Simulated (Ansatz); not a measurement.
Consider the silylene formation by 1,1-elimination: `C[Si](O)([SiH3])S` → `O[SiH3]` + `C[Si]S`.

Calculated with Ansatz (gas phase, PBE0-D4/def2-TZVP geometries, no zero-point term in ΔE). CBS: MP2 limit from def2 TZ/QZ plus the TZ coupled-cluster correction, frozen cores. Functionals use def2-TZVPP. B3LYP here is the variant with VWN-RPA as its local correlation; programs differ in this. One conformer a species, not always the lowest.

`C[Si](O)([SiH3])S`:

Z-matrix (Å, degrees):
```
C
Si 1 1.864
H 1 1.093 2 110.9
H 1 1.093 2 110.1 3 -120.0
H 1 1.094 2 111.0 3 120.2
O 2 1.651 1 112.5 3 176.2
Si 2 2.338 1 113.9 3 56.5
S 2 2.149 1 104.1 3 -63.2
H 6 0.960 2 116.9 1 69.9
H 7 1.489 2 111.9 1 69.1
H 7 1.488 2 109.7 1 -170.0
H 7 1.488 2 109.3 1 -51.1
H 8 1.344 2 94.8 1 175.5
```

`O[SiH3]`:

Cartesian coordinates in Å:
```
O -0.838 0.827 -0.506
Si 0.354 -0.113 0.134
H -1.707 0.438 -0.610
H 0.014 -0.573 1.509
H 1.565 0.739 0.174
H 0.611 -1.318 -0.701
```

`C[Si]S`:

Z-matrix (Å, degrees):
```
C
Si 1 1.900
H 1 1.099 2 106.7
H 1 1.092 2 116.0 3 120.0
H 1 1.093 2 110.2 3 -115.1
S 2 2.131 1 95.9 3 -93.6
H 6 1.344 2 96.6 1 177.6
```

| species | B3LYP-D4 energy (Eh) |
| --- | --- |
| `C[Si](O)([SiH3])S` | -1095.58134 |
| `O[SiH3]` | -367.23038 |
| `C[Si]S` | -728.28206 |

**Question.** Work out ΔE.

**Answer.** ΔE = (-367.23038) + (-728.28206) − (-1095.58134) = 0.06890 Eh = +180.9 kJ/mol. CCSD(T)/CBS gives +185.2 kJ/mol.

Largest T1 diagnostic among the species: 0.014.

In def2-TZVPP, CCSD(T) changes the Hartree–Fock value by +18.8 kJ/mol (the triples alone add +2.7 kJ/mol) and MP2 by +28.4 kJ/mol. The D4 term adds +20.5 kJ/mol with B3LYP and +11.7 kJ/mol with PBE0; it sums over pairs of atoms, weighted by their polarisabilities, and B3LYP, whose exchange is more repulsive, gets the larger term. From PBE to PBE0 (25 % exact exchange), in def2-TZVPP and without D4, ΔE moves by +11.0 kJ/mol.
